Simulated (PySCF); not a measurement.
Compound: BiMe2I, C2H6BiI.
Geometry (PBE0-D3(BJ)/def2-SVP, Å), atoms numbered from 1 in this order:
```xyz
10
C2H6BiI angstrom
Bi    -0.2698   -0.5291    1.2672
C      1.6001   -0.5445   -0.0170
H      1.3036   -0.5475   -1.0739
H      2.1913   -1.4413    0.2108
H      2.1869    0.3585    0.2096
C     -1.2248    1.1192    0.0349
H     -2.3130    1.0919    0.1812
H     -0.9850    0.9631   -1.0249
H     -0.8271    2.0873    0.3752
I     -1.5375   -2.6343   -0.1587
```

The calculation used PBE0-D3(BJ)/def2-SVP geometry optimisation, gas phase, def2 core potentials past Kr (PySCF).

(1) Which atoms are bound to Bi1, and at what distances?

(2) List the angles at Bi1.

(3) What is the shape at Bi1?

(4) What are the other bond lengths?

Answers

(1) 3 atoms: C2 2.268 Å, C6 2.269 Å, I10 2.841 Å. The nearest atom not counted as bound is H5, at 2.82 Å (others tie with it).

(2) 
```
     angle  degrees  distance of the outer atoms (Å)
C2–Bi1–I10     94.5                             3.77
C6–Bi1–I10     94.5                             3.77
 C2–Bi1–C6     92.5                             3.28
```

(3) Pyramidal: angles 94.5°, 94.5° and 92.5°, sum 281.5°, 1.30 Å off the plane of its three neighbours.

(4) C2–H3 and 5 like bonds 1.099 Å.

Point group: near Cs, missed by 0.17 Å at most; the miss may be what the optimiser left on a soft mode. Charge 0, singlet. No frequency check.

The run took 71 s wall on Arm Neoverse V1, one thread, no GPU (shared host), and the process peaked at 0.46 GiB of memory. This is the geometry optimisation.
